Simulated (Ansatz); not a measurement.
Complex (SMILES): F (HF) with FCl (F-Cl), atoms 1 to 2 the first; geometry from B3LYP-D3(BJ)/def2-TZVP, monomers rigid:
```xyz
4

F      0.3477     0.0277    -0.4961
H     -0.5669     0.0474    -0.3400
F     -2.4822     0.0933    -0.3591
Cl    -3.1336     0.1260    -1.8747
```

Basis-set convergence of the counterpoise-corrected interaction energy at CCSD(T) with Ansatz (a program for electronic structure). Cartesian d functions, on some or all atoms, in 6-31G*, 6-311G**; all else is spherical. Cores are frozen. No added dispersion term, no relativity. Functions are those of the species that has most. Reference: Hartree-Fock in aug-cc-pV(Q+d)Z plus the correlation part extrapolated as X^-3 from aug-cc-pV(T+d)Z and aug-cc-pV(Q+d)Z, -2.37 kcal/mol, itself unsure by roughly 0.05 kcal/mol (a third of the extrapolation step and of the last Hartree-Fock step). Deviations are taken from unrounded values. Cost is core time over that of 6-311G**, rough, on shared machines of one kind; a dash marks a row that isn't timed (too short, read off another run, short of memory, by another algorithm or on other hardware).

```json
[
 {"basis": "6-31G*", "functions": "51", "counterpoise-corrected interaction energy (kcal/mol)": "-1.95", "minus reference (kcal/mol)": "0.41", "cost": "0.5×"},
 {"basis": "def2-SVP", "functions": "51", "counterpoise-corrected interaction energy (kcal/mol)": "-2.26", "minus reference (kcal/mol)": "0.11", "cost": "0.5×"},
 {"basis": "pcseg-1", "functions": "51", "counterpoise-corrected interaction energy (kcal/mol)": "-1.80", "minus reference (kcal/mol)": "0.57", "cost": "0.5×"},
 {"basis": "6-311G**", "functions": "69", "counterpoise-corrected interaction energy (kcal/mol)": "-1.82", "minus reference (kcal/mol)": "0.54", "cost": "1×"},
 {"basis": "def2-SVPD", "functions": "81", "counterpoise-corrected interaction energy (kcal/mol)": "-2.08", "minus reference (kcal/mol)": "0.28", "cost": "2×"},
 {"basis": "def2-TZVPP", "functions": "118", "counterpoise-corrected interaction energy (kcal/mol)": "-1.90", "minus reference (kcal/mol)": "0.47", "cost": "3×"},
 {"basis": "def2-TZVPD", "functions": "135", "counterpoise-corrected interaction energy (kcal/mol)": "-1.93", "minus reference (kcal/mol)": "0.44", "cost": "6×"},
 {"basis": "jun-cc-pV(T+d)Z", "functions": "140", "counterpoise-corrected interaction energy (kcal/mol)": "-2.04", "minus reference (kcal/mol)": "0.32", "cost": "7×"},
 {"basis": "6-311++G(3df,3pd)", "functions": "143", "counterpoise-corrected interaction energy (kcal/mol)": "-2.06", "minus reference (kcal/mol)": "0.30", "cost": "7×"},
 {"basis": "aug-pcseg-2", "functions": "165", "counterpoise-corrected interaction energy (kcal/mol)": "-2.18", "minus reference (kcal/mol)": "0.18", "cost": "10×"},
 {"basis": "aug-cc-pV(T+d)Z", "functions": "170", "counterpoise-corrected interaction energy (kcal/mol)": "-2.15", "minus reference (kcal/mol)": "0.22", "cost": "10×"},
 {"basis": "cc-pV(Q+d)Z", "functions": "204", "counterpoise-corrected interaction energy (kcal/mol)": "-2.13", "minus reference (kcal/mol)": "0.24", "cost": "20×"},
 {"basis": "aug-cc-pV(Q+d)Z", "functions": "295", "counterpoise-corrected interaction energy (kcal/mol)": "-2.31", "minus reference (kcal/mol)": "0.05", "cost": "-"}
]
```
